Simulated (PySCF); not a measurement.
UHF on Pb⁻ (lead, charge -1)

Configuration: [Xe] 4f14 5d10 6s2 6p3, high-spin 4S determinant. Computed with PySCF 2.14 in aug-cc-pVDZ-PP with ECP60MDF (5s4p3d, 32 functions), with scalar relativity through the core potential.

* Total energy: -191.865222 hartree
* One-electron energy: -340.6635 hartree
* Hartree (Coulomb) energy: 163.9699 hartree
* Exchange energy: -15.1717 hartree
* ⟨S²⟩: 3.7602
* ⟨L²⟩: 0.000
* Sum of ⟨r⟩: 37.44 bohr
* Sum of ⟨r²⟩: 95.86 bohr²

```json
{"shell": "5s α", "electrons": "1", "mean orbital energy (eV)": "-161.99", "rms radius, mean of both spins (bohr)": "0.925"}
{"shell": "5s β", "electrons": "1", "mean orbital energy (eV)": "-161.86", "rms radius, mean of both spins (bohr)": "0.925"}
{"shell": "5p α", "electrons": "3", "mean orbital energy (eV)": "-98.890", "rms radius, mean of both spins (bohr)": "1.05"}
{"shell": "5p β", "electrons": "3", "mean orbital energy (eV)": "-98.808", "rms radius, mean of both spins (bohr)": "1.05"}
{"shell": "5d α", "electrons": "5", "mean orbital energy (eV)": "-23.244", "rms radius, mean of both spins (bohr)": "1.40"}
{"shell": "5d β", "electrons": "5", "mean orbital energy (eV)": "-23.028", "rms radius, mean of both spins (bohr)": "1.40"}
{"shell": "6s α", "electrons": "1", "mean orbital energy (eV)": "-11.627", "rms radius, mean of both spins (bohr)": "2.65"}
{"shell": "6s β", "electrons": "1", "mean orbital energy (eV)": "-7.617", "rms radius, mean of both spins (bohr)": "2.65"}
{"shell": "6p α", "electrons": "3", "mean orbital energy (eV)": "-1.452", "rms radius, mean of both spins (bohr)": "4.23"}
```

Energies and moments cover only the electrons outside the core potential. Spin-orbit coupling, which splits the p, d and f shells strongly at this Z, is absent. Spin-orbit coupling is strong in this species (close to jj coupling), so the high-spin LS determinant is a model state, not a physical level.
